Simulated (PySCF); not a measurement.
PySCF 2.14 output of an unrestricted r2SCAN calculation on a single atom or ion in aug-cc-pV(D+d)Z, with the non-relativistic Hamiltonian (point nucleus):

```
SCF conv_tol = 1e-09
number electrons alpha = 6  beta = 6
    J. W. Furness, A. D. Kaplan, J. Ning, J. P. Perdew, and J. Sun.,  J. Phys. Chem. Lett. 11, 8208-8215 (2020)
    J. W. Furness, A. D. Kaplan, J. Ning, J. P. Perdew, and J. Sun.,  J. Phys. Chem. Lett. 11, 9248-9248 (2020)
    J. W. Furness, A. D. Kaplan, J. Ning, J. P. Perdew, and J. Sun.,  J. Phys. Chem. Lett. 11, 8208-8215 (2020)
    J. W. Furness, A. D. Kaplan, J. Ning, J. P. Perdew, and J. Sun.,  J. Phys. Chem. Lett. 11, 9248-9248 (2020)
cycle= 1 E= -338.995312633203  delta_E= -0.000892  |g|= 0.00665  |ddm|= 0.207
cycle= 2 E= -338.995323162943  delta_E= -1.05e-05  |g|= 0.00105  |ddm|= 0.0328
cycle= 3 E= -338.995323355784  delta_E= -1.93e-07  |g|= 3.41e-05  |ddm|= 0.00103
cycle= 4 E= -338.995323356665  delta_E= -8.81e-10  |g|= 7.17e-07  |ddm|= 0.000271
converged SCF energy = -338.995323356665  <S^2> = -6.2172489e-15  2S+1 = 1
```

The run itself started from symmetry-adapted Hartree-Fock orbitals and held the occupation by maximum overlap, on a logarithmic radial grid, so the iterations belong to that start.

Question: Which element, charge and spin multiplicity is this?

Answer: P³⁺ (phosphorus, charge +3), multiplicity 1; the state was [Ne] 3s2, closed-shell 1S.
